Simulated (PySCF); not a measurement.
A calculated (r2SCAN, PySCF 2.14, dyall-av2z, no relativity, point nucleus) atom or ion has these occupied shells.

```tsv
shell	electrons	orbital energy (eV)	rms radius, mean of both spins (bohr)
1s α	1	-3521.5	0.0945
1s β	1	-3521.4	0.0945
2s α	1	-356.46	0.423
2s β	1	-356.45	0.423
2p α	3	-283.66	0.391
2p β	3	-283.65	0.391
3s α	1	-36.477	1.37
3s β	1	-36.437	1.37
3p α	3	-19.499	1.56
3p β	3	-19.450	1.56
4s α	1	-2.576	5.34
```

**Question.** Name the element and its charge.

**Answer.** K (potassium, neutral), in [Ar] 4s1, 2S determinant.
